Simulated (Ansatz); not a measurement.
Reaction (ligand exchange at a Ge–N bond): `B[NH][GeH3]` + `O[Si](F)(Cl)Cl` → `F[Si](Cl)(Cl)[O][GeH3]` + `BN`

Calculated with Ansatz (gas phase, PBE0-D4/def2-TZVP geometries, no zero-point term in ΔE). CCSD(T)/CBS is the MP2 limit (def2-TZVPP, def2-QZVPP) plus CCSD(T) − MP2 in def2-TZVPP, frozen cores. This one scheme is used for every species. Functionals use def2-TZVPP. For Ge outer-core shells are correlated without core-valence functions, which leaves a few kJ/mol of doubt a bond. Scalar relativity is left out up to krypton. One conformer a species, not always the lowest.

| level | ΔE (kJ/mol) |
| --- | --- |
| revPBE-D4 | -43.7 |
| PBE-QIDH | -45.2 |

Task: What does CCSD(T)/CBS give? (An estimate is asked.)

Result: Ansatz gave: -45.8 kJ/mol. The listed levels differ from it by 2.1, 0.6 kJ/mol.

Largest T1 diagnostic among the species: 0.013.

At CCSD(T), def2-SVP lies −5.2 kJ/mol from the extrapolated value and def2-TZVPP +0.1 kJ/mol. Leaving LDA and LC-ωPBE aside and taking each functional with its dispersion term where it has one, the values, not all of them listed here, spread over 12.7 kJ/mol, from BHLYP-D4 to revPBE-D4.
